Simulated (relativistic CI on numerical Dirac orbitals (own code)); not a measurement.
# Crystal-field levels of Ru5+, 4d3

Calculated by Dirac-Coulomb-Breit CI, KLI orbitals optimised for each configuration, model QED (radiative potential, 1s self-energy scaled to tabulated hydrogen-like ionisation energies), valence Slater integrals scaled by 0.9, one configuration in a parametric crystal field (own radial code). With so little scaling, terms lie 10 to 35 % too far apart, which can change the order of excited levels.

Field parameters in Wybourne normalisation: Oh B⁴₀ = 21Dq, B⁴₄ = √(5/14) B⁴₀. The field is a parameter set, without covalency.

S and J are read from ⟨S²⟩ = S(S + 1) and ⟨J²⟩ = J(J + 1) of each level; they are not fictitious spins.

Oh, 10Dq = 8500 cm⁻¹, the lowest 16 levels:

```csv
E (cm⁻¹),Degeneracy,Irrep,S,J
0.0,4,Γ8,1.49,3.05
8227,4,Γ8,1.47,3.00
8271,2,Γ7,1.50,3.03
8872,4,Γ8,1.49,3.52
9201,2,Γ6,1.49,3.61
13617,2,Γ7,1.48,3.01
14006,4,Γ8,1.44,3.53
14661,4,Γ8,1.35,3.86
15550,2,Γ6,1.44,3.94
17303,4,Γ8,0.61,3.84
18401,2,Γ6,0.57,3.61
18551,4,Γ8,0.78,4.20
23327,4,Γ8,0.77,3.42
23563,2,Γ7,0.55,3.40
23617,2,Γ6,1.09,3.20
24150,4,Γ8,1.17,2.83
```

Oh, 10Dq = 42600 cm⁻¹, the lowest 16 levels:

```
E (cm⁻¹)  Degeneracy  Irrep     S     J
     0.0           4     Γ8  1.50  3.41
   17930           4     Γ8  0.51  3.91
   18466           4     Γ8  0.50  4.06
   18869           2     Γ6  0.50  3.64
   28897           4     Γ8  0.51  3.51
   29195           2     Γ7  0.51  3.83
   42149           2     Γ7  1.50  3.14
   42512           4     Γ8  1.49  3.35
   43019           4     Γ8  1.49  3.50
   43119           2     Γ6  1.50  3.65
   52258           2     Γ6  1.47  2.43
   52673           4     Γ8  1.49  2.57
   52890           2     Γ7  1.49  2.70
   52946           4     Γ8  1.50  2.83
   57509           2     Γ6  0.56  4.11
   60056           2     Γ6  0.51  4.33
```

Oh, 10Dq = 35800 cm⁻¹, the lowest 10 levels:

```tsv
E (cm⁻¹)	Degeneracy	Irrep	S	J
0.0	4	Γ8	1.50	3.40
17778	4	Γ8	0.51	3.91
18368	4	Γ8	0.51	4.07
18813	2	Γ6	0.51	3.64
28346	4	Γ8	0.53	3.54
28704	2	Γ7	0.52	3.84
35390	2	Γ7	1.49	3.15
35783	4	Γ8	1.49	3.36
36260	4	Γ8	1.49	3.48
36352	2	Γ6	1.50	3.65
```

Oh, 10Dq = 28950 cm⁻¹, the lowest 10 levels:

```tsv
E (cm⁻¹)	Degeneracy	Irrep	S	J
0.0	4	Γ8	1.50	3.37
17551	4	Γ8	0.53	3.91
18221	4	Γ8	0.51	4.07
18719	2	Γ6	0.52	3.64
27276	4	Γ8	0.82	3.52
27664	2	Γ7	0.93	3.59
28924	2	Γ7	1.24	3.43
29327	4	Γ8	1.34	3.39
29517	4	Γ8	1.46	3.48
29561	2	Γ6	1.49	3.64
```

Oh, 10Dq = 22150 cm⁻¹, the lowest 16 levels:

| E (cm⁻¹) | Degeneracy | Irrep | S | J |
| --- | --- | --- | --- | --- |
| 0.0 | 4 | Γ8 | 1.50 | 3.33 |
| 17077 | 4 | Γ8 | 0.64 | 3.89 |
| 17969 | 4 | Γ8 | 0.54 | 4.04 |
| 18486 | 2 | Γ6 | 0.58 | 3.65 |
| 21677 | 2 | Γ7 | 1.49 | 3.11 |
| 21991 | 4 | Γ8 | 1.47 | 3.39 |
| 22935 | 2 | Γ6 | 1.46 | 3.62 |
| 22972 | 4 | Γ8 | 1.43 | 3.42 |
| 26886 | 4 | Γ8 | 0.61 | 3.61 |
| 26955 | 2 | Γ7 | 0.68 | 3.75 |
| 31320 | 2 | Γ6 | 1.46 | 2.91 |
| 31517 | 4 | Γ8 | 1.46 | 3.06 |
| 31676 | 2 | Γ7 | 1.40 | 3.00 |
| 31696 | 4 | Γ8 | 1.48 | 3.01 |
| 37199 | 2 | Γ6 | 0.59 | 4.13 |
| 39569 | 2 | Γ7 | 0.51 | 4.26 |

The free-ion ground term has S = 3/2. Every field shown keeps that spin.

Levels of this model without a field, named by their leading LS term: 4F_3/2 0, 4F_5/2 1396, 4F_7/2 3103, 4F_9/2 4975, 4P_3/2 14920, 4P_1/2 14988, 2G_7/2 16743, 4P_5/2 17198 cm⁻¹.
